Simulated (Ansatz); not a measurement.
Basis-set series for CH3BF2S, SMILES `CSB(F)F`. The species carries charge 0 and has multiplicity 1. The structure was optimised at the PBE0-D4/def2-TZVP level. It is one conformer, not always the lowest.

| functional | basis | functions | energy (Eh) | HOMO (eV) | LUMO (eV) |
| --- | --- | --- | --- | --- | --- |
| PBE0-D4 | def2-SVP | 89 | -662.05647 | -7.64 | 0.52 |
| PBE0-D4 | def2-QZVPP | 388 | -662.53668 | -7.76 | 0.09 |
| ωB97M-V | def2-SVP | 89 | -662.35802 | -9.79 | 2.66 |
| ωB97M-V | def2-QZVPP | 388 | -662.84338 | -9.94 | 1.48 |

Task: Give the rows for def2-TZVPP. (Best estimate.)

Result: Ansatz gave: 
```
functional       basis  functions  energy (Eh)  HOMO (eV)  LUMO (eV)
   PBE0-D4  def2-TZVPP        208   -662.51064      -7.74       0.23
   ωB97M-V  def2-TZVPP        208   -662.81871      -9.91       1.95
```

Positive LUMOs are unbound and depend on the basis.
